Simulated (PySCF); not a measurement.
Sb(H)(OMe)2 (C₂H₇O₂Sb), SMILES C[O][SbH][O]C.

Geometry optimised at PBE0-D3(BJ)/def2-SVP. The structure was generated by enumeration; whether it is a known compound was not checked. The def2 effective core potentials stand for the cores of Sb; spin–orbit coupling is left out. Other conformers were not sampled.

All values below come from PBE0-D3(BJ)/def2-SVP (PySCF 2.14.0).

Frequencies are harmonic and unscaled.

| mode | ν (cm⁻¹) | IR (km/mol) | moving atoms (share of kinetic energy) |
|---|---|---|---|
| 1 | 58 | 0.8 | C 54 %, H 31 %, O 8 % |
| 2 | 83 | 0.2 | H 96 % |
| 3 | 107 | 3.1 | H 70 %, C 15 %, O 14 % |
| 4 | 125 | 10.1 | H 46 %, O 42 %, C 11 % |
| 5 | 193 | 8.9 | O 52 %, C 24 %, H 24 % |
| 6 | 233 | 5.2 | C 36 %, O 28 %, H 25 %, Sb 11 % |
| 7 | 284 | 10.4 | O 50 %, C 20 %, H 16 %, Sb 13 % |
| 8 | 546 | 88.3 | O 69 %, Sb 15 %, H 9 % |
| 9 | 560 | 35.8 | O 70 %, Sb 12 %, C 10 %, H 9 % |
| 10 | 681 | 30.6 | H 90 % |
| 11 | 691 | 29.1 | H 95 % |
| 12 | 1128 | 226.7 | O 50 %, C 45 % |
| 13 | 1145 | 160.5 | O 49 %, C 42 %, H 9 % |
| 14 | 1174 | 1.3 | H 77 %, C 19 % |
| 15 | 1175 | 3.0 | H 75 %, C 19 % |
| 16 | 1185 | 1.0 | H 74 %, C 20 % |
| 17 | 1192 | 7.6 | H 70 %, C 21 %, O 10 % |
| 18 | 1458 | 13.3 | H 89 %, C 10 % |
| 19 | 1460 | 1.6 | H 95 % |
| 20 | 1463 | 5.8 | H 94 % |
| 21 | 1470 | 21.8 | H 92 % |
| 22 | 1479 | 9.2 | H 96 % |
| 23 | 1484 | 13.4 | H 94 % |
| 24 | 1916 | 216.9 | H 99 % |
| 25 | 2985 | 104.3 | H 97 % |
| 26 | 2996 | 65.7 | H 97 % |
| 27 | 3060 | 43.7 | H 91 %, C 9 % |
| 28 | 3079 | 37.5 | H 91 %, C 9 % |
| 29 | 3113 | 29.7 | H 91 %, C 9 % |
| 30 | 3118 | 24.3 | H 90 %, C 10 % |
